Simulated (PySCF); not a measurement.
Ge (germanium, neutral) across methods

[Ar] 3d10 4s1 4p2 4d1, one real determinant (an excited configuration). All numbers are calculated (PySCF 2.14, scalar relativity through the core potential, in aug-cc-pVQZ-PP with one added diffuse shell each of s, p, d, f, g type with ECP10MDF (8s7p6d4f3g, 114 functions)).

```
 method  E (hartree)  mean ε 4s α (eV)  mean ε 4p α (eV)  mean ε 4d α (eV)  Σ⟨r²⟩ (bohr²)   ⟨S²⟩
    PBE    -294.0722           -17.340            -8.572            -0.969          89.35  6.001
r2SCANh    -293.9627           -18.778            -9.548            -0.991          92.89  6.002
   PW91    -294.1831           -17.400            -8.594            -0.967          88.28  6.001
   PBE0    -294.0436           -19.134            -9.862            -1.225          92.60  6.001
    LDA    -293.5871           -17.502            -8.566            -0.918          87.17  6.001
    UHF   -292.96599           -24.006           -13.368            -1.711          107.2  6.002
 revPBE    -294.1383           -17.321            -8.591            -0.996          90.59  6.001
 r2SCAN    -293.9645           -18.168            -9.114            -0.893          92.40  6.002
```

⟨L²⟩ = 7.92 against 12 for a pure F term, so this real determinant mixes terms. Energies and moments cover only the electrons outside the core potential. The outer electron is Rydberg-like, and this basis confines it to a smaller radius and binds it less than a complete one would.
